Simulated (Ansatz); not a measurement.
A small benchmark: atomisation enthalpy at 298 K

6 molecules holding Si, Ge, B, Al, Ga, P or As; the atomisation enthalpy at 298 K in kJ/mol, computed less measured. Shapes, held fixed at every level: PBE0-D4/def2-TZVP. Flexible molecules stand in one conformer, not always the lowest. Thermal terms are harmonic and unscaled (PBE0-D4/def2-TZVP); the spin-orbit lowering of the free atoms is taken from their spectra. Programs: Ansatz 0.2.0. Measured values: CRC Handbook of Chemistry and Physics, NIST-JANAF tables.

Levels: A = SPW92/def2-TZVPP; B = PBE-D4/def2-TZVPP; C = BHLYP-D4/def2-TZVPP.

```json
{"molecule": "BOF (fluoro(oxo)borane)", "from tabulated heats": "1501", "A": "+243", "B": "+41", "C": "-117"}
{"molecule": "AsF3 (SMILES F[As](F)F)", "from tabulated heats": "1326", "A": "+353", "B": "+91", "C": "-103"}
{"molecule": "BBr2Cl (dibromo(chloro)borane)", "from tabulated heats": "1187", "A": "+236", "B": "+61", "C": "-60"}
{"molecule": "BBrCl2 (bromodichloroborane)", "from tabulated heats": "1262", "A": "+241", "B": "+63", "C": "-59"}
{"molecule": "GeCl4 (germanium tetrachloride)", "from tabulated heats": "1353", "A": "+269", "B": "+55", "C": "-62"}
{"molecule": "PH2(PH2) (diphosphine)", "from tabulated heats": "1484", "A": "+220", "B": "+10", "C": "-14"}
```

Problem. Which level does best on this set, which worst, and which err to one side?

Solution. 
```json
{"level": "SPW92/def2-TZVPP", "kind": "LDA", "mean error": "+260.3", "mean absolute error": "260.3", "worst case": "AsF3"}
{"level": "PBE-D4/def2-TZVPP", "kind": "GGA", "mean error": "+53.5", "mean absolute error": "53.5", "worst case": "AsF3"}
{"level": "BHLYP-D4/def2-TZVPP", "kind": "global hybrid", "mean error": "-69.2", "mean absolute error": "69.2", "worst case": "BOF"}
```

On this set PBE-D4/def2-TZVPP has the smallest mean absolute error and SPW92/def2-TZVPP the largest. SPW92/def2-TZVPP is too high in 6 of 6; PBE-D4/def2-TZVPP is too high in 6 of 6; BHLYP-D4/def2-TZVPP is too low in 6 of 6. The heats of GeCl4, PH2(PH2) come from older tables and can be uncertain by 10 kJ/mol or more. The molecules' own spin-orbit binding is left out, so errors for heavy halides read too negative. The tabulated values of BOF, AsF3, BBr2Cl, BBrCl2 are in doubt (older tables, estimates, or at odds with other calculations) and kept here. Relativity is left out for As, Br, Ge. The set is small.
